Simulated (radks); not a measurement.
Q: Excited configurations of Bi II: one electron is placed in a higher orbital outside [Hg] 6p1. The ground configuration is [Hg] 6p2. All-electron calculation, scalar-relativistic Kohn-Sham, PBE, spin-polarised, spherical densities, point nucleus; open shells are filled with parallel spins first (spin-orbit coupling, left out, can overturn this in heavy ions). Program: a radial shooting solver on a logarithmic mesh with Libxc functionals. Excitation = E - E(ground); binding = E(ion) - E, where the ion is the core of charge +2; n* = 2/sqrt(2 binding) in atomic units, and the quantum defect is n - n*.

outer orbital  excitation (eV)  binding (eV)     n*  quantum defect  eigenvalue (eV)  <r> (bohr)
6d                       8.857         6.902  2.808           3.192           -4.798       4.769
6f                      13.065         2.695  4.494           1.506           -1.996       12.90
7p                       9.550         6.209  2.960           4.040           -4.878       6.560
7d                      11.838         3.921  3.725           3.275           -3.038       9.680

Estimate the row for 7s.

A: excitation (eV) 7.335; binding (eV) 8.424; n* 2.542; quantum defect 4.458; eigenvalue (eV) -6.630; <r> (bohr) 5.153. The Delta-SCF ionisation energy is 15.760 eV (NIST Atomic Spectra Database: 16.703 eV, measured). Self-interaction in the functional shifts the binding energies and quantum defects, so they are the method's values and not measured ones. Open shells are spherical and high-spin; term and fine-structure splittings are not resolved. Spin-orbit splitting is averaged out at the scalar-relativistic level.
